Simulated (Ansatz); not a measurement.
C2H6Ge2 (`[GeH3][C]#[C][GeH3]`), relaxed with RKS PBE0-D4/def2-TZVP in Ansatz from a PBE-D4/def2-SVP geometry. The force threshold is 0.005 eV/Å; the program also tests the step.

Total charge 0; spin multiplicity 1.

Start:

```xyz
10

Ge   -1.586    0.924    1.734
C    -0.389    0.233    0.420
C     0.387   -0.218   -0.429
Ge    1.586   -0.924   -1.734
H    -1.424    2.462    1.802
H    -3.036    0.562    1.332
H    -1.242    0.294    3.105
H     2.665    0.138   -2.053
H     0.788   -1.270   -3.014
H     2.251   -2.199   -1.163
```

Task: How much energy does the relaxation release, and in how many steps? (Estimate.)

Result: Ansatz gave: 0.85 kcal/mol, in 4 steps.

Task: Which bonds change most? (An estimate is asked.)

Result: The calculation gave: C2–C3 from 1.235 to 1.212 Å; Ge1–H7 from 1.547 to 1.533 Å; Ge4–H10 from 1.547 to 1.533 Å; Ge4–H9 from 1.547 to 1.533 Å.

Task: Give the relaxed structure. (An estimate is asked.)

Result: Ansatz gave: 
```xyz
10

Ge   -1.574    0.918    1.721
C    -0.381    0.223    0.416
C     0.381   -0.221   -0.417
Ge    1.574   -0.918   -1.721
H    -1.406    2.440    1.781
H    -3.009    0.559    1.317
H    -1.235    0.294    3.079
H     2.637    0.143   -2.032
H     0.777   -1.257   -2.986
H     2.236   -2.181   -1.157
```
